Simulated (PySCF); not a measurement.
1-bromo-1,1-dichloroethane (C2H3BrCl2), SMILES CC(Cl)(Cl)Br.

Geometry optimised at B3LYP-D3(BJ)/def2-SVP.

Two levels are set side by side: TDDFT-PBE/def2-SVPD (PySCF) and TDDFT-CAM-B3LYP/def2-SVPD (PySCF). Vertical, same geometry. The lowest singlet is HOMO→LUMO 98 % with PBE and HOMO→LUMO 93 % with the other functional; states are paired by order. Differences are taken from unrounded values.

| quantity | TDDFT-CAM-B3LYP |
|---|---|
| lowest singlet excitation (eV) | 5.33 |
| lowest triplet excitation (TDA) (eV) | 4.68 |

Question: What does TDDFT-PBE give, and how far is it from TDDFT-CAM-B3LYP? (An estimate is asked for; the answer gives what the named calculation found.)

Answer: 
| quantity | TDDFT-PBE | TDDFT-PBE minus TDDFT-CAM-B3LYP |
|---|---|---|
| lowest singlet excitation (eV) | 4.72 | -0.61 |
| lowest triplet excitation (TDA) (eV) | 4.26 | -0.43 |

Functionals without exact exchange tend to place singlet excitations lower, as here. Differences between two approximate levels are no errors against the true value.

Rough cost on one machine, each run with all the roots and properties that it gave: TDDFT-CAM-B3LYP against TDDFT-PBE about 10 times.
